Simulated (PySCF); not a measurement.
C6H16OSi2.
SMILES with atom numbers: `[CH3:1][CH:2]([CH3:3])[Si@@H:4]1[CH2:5][CH2:6][Si@H:7]([CH3:8])[O:9]1` (hydrogens: H10, H11, H12 on C1; H13 on C2; H14, H15, H16 on C3; H17 on Si4; H18, H19 on C5; H20, H21 on C6; H22 on Si7; H23, H24, H25 on C8)

Cartesian coordinates in Å at the PBE0-D3(BJ)/def2-SVP level; atoms count from 1:
```xyz
25
C6H16OSi2 angstrom
C     -2.715    1.199   -0.857
C     -2.001    0.204    0.057
C     -2.968   -0.784    0.708
Si    -0.629   -0.701   -0.856
C      0.508   -1.729    0.264
C      1.933   -1.633   -0.327
Si     2.095    0.109   -1.063
C      2.682    1.385    0.170
O      0.488    0.394   -1.477
H     -3.480    1.771   -0.305
H     -2.009    1.917   -1.301
H     -3.228    0.682   -1.685
H     -1.486    0.772    0.856
H     -3.472   -1.409   -0.048
H     -2.460   -1.462    1.413
H     -3.758   -0.257    1.270
H     -1.223   -1.504   -1.974
H      0.480   -1.265    1.267
H      0.178   -2.772    0.398
H      2.713   -1.876    0.413
H      2.049   -2.357   -1.152
H      2.950    0.156   -2.287
H      2.573    2.403   -0.236
H      3.743    1.231    0.422
H      2.097    1.328    1.102
```

Computed with PySCF at PBE0/pcSseg-1, non-relativistic, on one gas-phase PBE0-D3(BJ)/def2-SVP geometry that isn't relaxed in the solvent. The solvent is an IEF-PCM continuum (Bondi radii, 1.10 Å for H, scaled by 1.2). Specific hydrogen bonds and non-electrostatic terms are outside this model.

Gas phase at PBE0/pcSseg-1: HOMO -7.69 eV, LUMO 0.92 eV, dipole 1.76 D.

What does the continuum do to the energy, the frontier levels and the dipole at PBE0/pcSseg-1 in benzene and chloroform?

| solvent | ε | E(solvent) − E(gas) (kcal/mol) | polarisation term (kcal/mol) | distortion of the solute (kcal/mol) | HOMO (eV) | LUMO (eV) | dipole (D) |
| --- | --- | --- | --- | --- | --- | --- | --- |
| benzene | 2.271 | -1.31 | -1.37 | 0.06 | -7.64 | 0.96 | 2.04 |
| chloroform | 4.711 | -2.14 | -2.34 | 0.20 | -7.62 | 0.97 | 2.25 |

The polarisation term is half the interaction of the solute with the surface charges that it induces; the rest is the cost of distorting the solute's density. The sum is the electrostatic part of solvation alone. From benzene to chloroform the lowering changes by a factor 1.64, Onsager's factor (ε − 1)/(2ε + 1) by 1.55 and ε itself by 2.1.

Which radius a makes the point-dipole formula ΔE = −[(ε − 1)/(2ε + 1)]·μ²/a³ give the value in chloroform, with the gas-phase dipole?

μ = 0.694 au and |ΔE| = 0.00341 Eh give a = 1.95 Å; the farthest nucleus lies 4.23 Å from the centroid of the nuclei, so such a sphere wouldn't even hold the nuclei. The formula assumes a rigid point dipole at the centre of a sphere.

Which Mulliken charges (PBE0/pcSseg-1) respond most in benzene (means over atoms taken as equivalent)?

| atoms | environment | gas (e) | solvent (e) | change |
| --- | --- | --- | --- | --- |
| O9 | siloxane oxygen | -0.776 | -0.786 | -0.010 |
| C8 | Si-methyl carbon | -0.649 | -0.656 | -0.007 |
| H17 | Si–H hydrogen | -0.097 | -0.104 | -0.007 |
| H22 | Si–H hydrogen | -0.103 | -0.110 | -0.007 |
| H18 | methylene hydrogen | +0.143 | +0.148 | +0.005 |
| C3 | methyl carbon | -0.252 | -0.257 | -0.005 |

How do the nuclear quadrupole coupling constants eQVzz/h respond in benzene?

```json
{"nucleus": "17O at O9", "Q (barn)": "-0.0256", "gas (MHz)": "-5.51", "solvent (MHz)": "-5.48", "η gas": "0.38", "η solvent": "0.39"}
```
